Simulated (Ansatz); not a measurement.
Li6N2⁻. Total charge -1; doublet. Geometry PBE-D4/def2-TZVPD, basis def2-TZVPD, Ansatz.

| atom | x (Å) | y (Å) | z (Å) |
| --- | --- | --- | --- |
| Li1 | -0.018 | 1.785 | 2.211 |
| Li2 | 2.067 | -0.056 | 1.441 |
| Li3 | 0.942 | 2.291 | -0.464 |
| Li4 | -2.081 | 1.403 | 0.229 |
| Li5 | 0.003 | -0.435 | -0.537 |
| Li6 | -0.956 | -0.943 | 2.133 |
| N7 | 0.018 | -1.670 | -2.070 |
| N8 | 0.024 | -2.375 | -2.943 |

| run | HOMO (eV) | LUMO (eV) |
| --- | --- | --- |
| A | 0.20 | 0.84 |
| B | -0.11 | 1.33 |
| C | 0.39 | 0.64 |
| D | 0.31 | 0.77 |

Another isomer (doublet) lies 0.55 eV lower at r2SCAN-D4/def2-TZVPD; other spin states weren't run for this one.

HOMO and LUMO are taken over both spins.

Question: The runs used B97M-V, PBE, PBE0, r2SCAN. Estimate which is which.

Answer: A r2SCAN (0 % exact exchange); B PBE0 (25 % exact exchange); C B97M-V (0 % exact exchange); D PBE (0 % exact exchange). Exact exchange lowers occupied and raises empty levels; among semilocal functionals meta-GGAs tend to open the gap a little, and such runs are hard to tell apart. The gap grows from 0.25 eV (B97M-V) to 1.44 eV (PBE0). At r2SCAN-D4/def2-TZVPD the charge -1 doublet is spin-contaminated (final ⟨S²⟩ up to 0.86, 0.75 for a pure state). At r2SCAN-D4/def2-TZVPD, B97M-V/def2-TZVPD, PBE-D4/def2-TZVPD the highest occupied level of the charge -1 doublet lies above zero (up to 0.39 eV). It is a level of α spin, whose loss leaves a singlet; that state wasn't run at this geometry and level. The electron is either unbound and held by the finite basis, or the level is raised by self-interaction error.
